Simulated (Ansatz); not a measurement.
Relaxation of CH₈GeN (11 atoms, charge 0, multiplicity 2), to a largest force component of 0.03 eV/Å in at most 50 steps.

All numbers below come from Ansatz 0.2.0, UHF/def2-SVP.

```xyz
11
Properties=species:S:1:pos:R:3
H -0.076 -0.793 0.325
C 0.156 0.304 -1.782
N -0.053 1.603 -1.316
Ge -0.069 -1.109 1.816
H -0.636 -0.124 -2.387
H 1.175 0.046 -2.048
H -0.972 1.776 -0.957
H 0.639 1.931 -0.671
H -0.542 0.116 2.618
H 1.364 -1.449 2.261
H -0.988 -2.302 2.142
```

Question: Where does it end, and by what steps?

Answer: It converged. The force dipped under the threshold on the way, but the program's further checks kept it going. After 9 steps the energy has fallen by 0.143 eV; H6 moved furthest, 0.97 Å.

```csv
step,energy less start (eV),largest force component (eV/Å),accepted
0,0.0000,0.350,yes
1,-0.0879,0.117,yes
2,-0.1156,0.112,yes
3,-0.1327,0.056,yes
4,-0.1383,0.081,yes
5,-0.1408,0.108,yes
6,-0.1420,0.120,yes
7,-0.1430,0.033,yes
8,-0.1432,0.013,yes
9,-0.1432,0.009,yes
```

```xyz
11
Properties=species:S:1:pos:R:3
H -0.157 -1.219 1.031
C 0.208 0.681 -2.513
N -0.029 1.832 -1.762
Ge -0.109 -1.464 2.544
H -0.600 0.350 -3.154
H 1.219 0.547 -2.880
H -0.933 1.864 -1.331
H 0.682 2.040 -1.089
H -0.589 -0.206 3.280
H 1.329 -1.782 2.969
H -1.021 -2.642 2.905
```

Whether the end is a true minimum wasn't checked by a vibrational analysis.

The run took 18 s on 2 threads of Arm Neoverse V1 (shared host), peak memory 0.26 GiB.
